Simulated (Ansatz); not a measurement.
Cartesian coordinates in Å:
```
C -1.040 0.064 -1.974
O -0.819 -0.070 -0.590
Si 0.112 -1.244 0.088
O 0.418 -0.801 1.626
C 0.749 0.505 2.059
H -0.138 -0.163 -2.555
H -1.330 1.097 -2.177
H -1.847 -0.595 -2.308
H 1.380 -1.331 -0.724
H 0.007 1.233 1.720
H 1.734 0.803 1.685
H 0.775 0.503 3.149
```

Total charge 0; spin multiplicity 2.

Question: List the PBE0/def2-TZVPP orbital energies in eV (Ansatz). (Estimate.)

Answer: Computed: α occupied: -1803.37, -522.89, -522.69, -279.57, -279.40, -145.54, -100.27, -100.19, -100.16, -28.82, -28.28, -19.60, -19.21, -15.21, -13.70, -13.16, -13.03, -12.64, -12.34, -11.31, -9.42, -9.07, -8.85, -8.45, -5.75. α empty: 0.64, 1.08, 2.03, 2.10, 2.84, 3.10, 3.26, 3.41. β occupied: -1803.28, -522.81, -522.66, -279.57, -279.38, -145.42, -100.12, -100.09, -100.01, -28.69, -28.18, -19.53, -19.15, -15.00, -13.61, -13.09, -12.89, -12.57, -12.31, -10.96, -9.18, -9.00, -8.64, -8.31. β empty: -1.85, 0.99, 1.35, 2.17, 2.31, 3.12, 3.24, 3.32. ⟨S²⟩ = 0.752.
